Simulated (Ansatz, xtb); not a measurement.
Species: BiF3, charge -1, multiplicity 2. 
Coordinates optimised at B3LYP-D3(BJ)/def2-TZVP (Ansatz, an electronic-structure program):
```
Bi
F 1 2.1846
F 1 2.1846 2 120.00
F 1 2.1846 2 120.00 3 180.00
```
Charge -1, spin multiplicity 2.

Harmonic wavenumbers from GFN2-xTB (xtb, at its own minimum), cm⁻¹: 79, 79, 108, 299, 300, 372.

Task: Give the harmonic wavenumbers at B3LYP-D3(BJ)/def2-TZVP (Ansatz, finite differences of forces, unscaled).

Result: 67, 67, 82, 387, 387, 430 cm⁻¹. Zero-point energy 2.0 kcal/mol.

Task: From these and the geometry, give the ideal-gas thermochemistry at 298.15 K and 1 atm (rigid rotor, harmonic oscillator).

Result: Point group D3h, rotational symmetry number 6. Rotational constants 3.716, 3.716, 1.858 GHz. S(trans) 42.63, S(rot) 23.37, S(vib) 15.20, S(elec, spin only) 1.38, S 82.6 cal/(mol K). H(298) - H(0) 4.44 kcal/mol; G - E(el) -18.2 kcal/mol.
